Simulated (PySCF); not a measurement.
Calculation: PySCF with PBE-D3(BJ)/def2-TZVP // B3LYP-D3(BJ)/def2-SVP. All species are isolated molecules in the gas phase. One relaxed conformer stands for a flexible species; it need not be the lowest. Delta-SCF ions had no search for a lower state. Excitations are Tamm–Dancoff values on a coarser integration grid. The basis has no diffuse functions, so Rydberg states are missing or too high.

Reference species (SMILES): `[SiH3]c1ccc(cc1)C(=C)S` (C–C–S–H torsion -11°, S–C–C–C torsion -38°) (neutral, multiplicity 1).

```yaml
HOMO–LUMO gap: 3.24 eV
brightest of the four lowest singlets (TDA): 3.72 eV
vertical ionisation energy (Delta-SCF): 7.88 eV
```

Changed species: `c1cc(C=C)cc([SiH3])c1S` (C–C–C–C torsion 0°, C–C–S–H torsion -24°).

Problem. Give the shifts of the HOMO–LUMO gap, brightest of the four lowest singlets (TDA) and vertical ionisation energy (Delta-SCF).

Solution. the HOMO–LUMO gap falls by 0.12 eV, to 3.12 eV; the brightest of the four lowest singlets (TDA) rises by 0.40 eV, to 4.12 eV; the vertical ionisation energy (Delta-SCF) falls by 0.27 eV, to 7.61 eV.
